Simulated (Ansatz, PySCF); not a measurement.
Pulling on the Bi1–H2 bond in BiH3 (SMILES [BiH3]) (multiplicity 1 held, fragments rigid). Energies count from the point at 1.797 Å.
Geometry at that point (charge 0, multiplicity 1):
```json
[
 {"atom": "Bi", "x (Å)": "0.0006", "y (Å)": "-0.0011", "z (Å)": "0.0359"},
 {"atom": "H", "x (Å)": "-1.4703", "y (Å)": "-0.2134", "z (Å)": "-0.9736"},
 {"atom": "H", "x (Å)": "0.9197", "y (Å)": "-1.1034", "z (Å)": "-1.0448"},
 {"atom": "H", "x (Å)": "0.4970", "y (Å)": "1.4112", "z (Å)": "-0.9575"}
]
```

R- and RO- levels are restricted; in cc, def2 and unpolarised 6-31G sets they are followed outwards from rest. U- levels take the lowest unrestricted solution at each point, which mixes spins at long bonds. Active spaces are followed from a long bond inwards. Left out are points that failed, MP2 points that dive below the minimum, coupled-cluster points behind a jump of the amplitudes or a sharp parting from full CI or MRCI, small-basis points behind a change of solution, and semi-empirical points at long bonds. Curves can end on different states.

Correlated levels freeze the cores. Filled d and f shells under p-block atoms count as core. Rows in LANL2DZ carry no dispersion term and start afresh at each structure. LANL2DZ brings its own core potentials from Na on.

The values were computed with Ansatz (Gaussian basis) for Hartree–Fock, density functionals and correlated methods; PySCF for LANL2DZ rows.  In def2 rows elements past Kr take small-core potentials, without spin–orbit coupling.

Energies in kcal/mol.

| R (Å) | R-r2SCAN/def2-TZVPP | U-B3LYP/LANL2DZ | R-SCS-MP2/def2-TZVPP | FIC-MRCISD on CASSCF(2,2)/def2-TZVPP | FIC-MRCISD+Q on CASSCF(2,2)/def2-TZVPP |
|---|---|---|---|---|---|
| 1.437 | 29.2 | 27.1 | 30.1 | 31.0 | 30.9 |
| 1.617 | 5.3 | 4.6 | 5.5 | 5.9 | 5.9 |
| 1.797 | 0.0 | 0.0 | 0.0 | 0.0 | 0.0 |
| 1.976 | 3.8 | 4.3 | 4.1 | 3.4 | 3.5 |
| 2.156 | 12.0 | … | 12.8 | 11.1 | 11.2 |
| 2.425 | 26.9 | … | 28.7 | 24.8 | 25.0 |
| 2.695 | 41.6 | 43.0 | 44.3 | 37.2 | 37.6 |
| 3.144 | 61.9 | 57.1 | 65.6 | 51.5 | 52.0 |
| 3.593 | 76.4 | 62.5 | 79.7 | 58.1 | 58.8 |
| 4.132 | 87.5 | 64.6 | 87.6 | 60.9 | 61.6 |
| 4.851 | 95.3 | left out | 85.8 | 61.7 | 62.4 |
| 5.749 | 99.4 | left out | 71.1 | 61.8 | 62.5 |

Problem. What belongs in the gaps?

Solution. 
- 2.156, U-B3LYP/LANL2DZ: 12.7
- 2.425, U-B3LYP/LANL2DZ: 28.0

Doubts at one or more of the structures used: a restricted determinant that unrestricted orbitals would lower (R-r2SCAN/def2-TZVPP, R-SCS-MP2/def2-TZVPP); a spin-contaminated determinant (U-B3LYP/LANL2DZ).

Ansatz is a quantum-chemistry and plane-wave program.
